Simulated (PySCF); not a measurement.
# Excitation energy of Cs by level of theory

Cs [Xe] 6s1 (2S) → Cs [Xe] 6p1 (2P), as a difference of total energies. Calculation: PySCF 2.14, in x2c-TZVPPall (11s7p6d2f1g, 85 functions); scalar relativity by spin-free X2C-1e. Correlated levels: valence and next inner shell: [Kr] 4d10 frozen. The calculations carry no spin-orbit coupling.

```csv
method,excitation energy (eV)
UHF,1.192
MP2 (valence and next inner shell),1.401
SCS-MP2 (valence and next inner shell),1.358
CCSD (valence and next inner shell),1.393
CCSD(T) (valence and next inner shell),1.410
```

**Question.** How much does correlation contribute at CCSD(T) (valence and next inner shell)?

**Answer.** 1.410 − (1.192) = 0.218 eV, measured against UHF.

Errors of the correlated levels include the incompleteness of this basis and the frozen core.

The basis was made for the ground configuration and has no added diffuse functions, so the excitation energy can come out too high.

For comparison: 1.432 eV (measured; NIST levels, between the centres of gravity of the two terms).
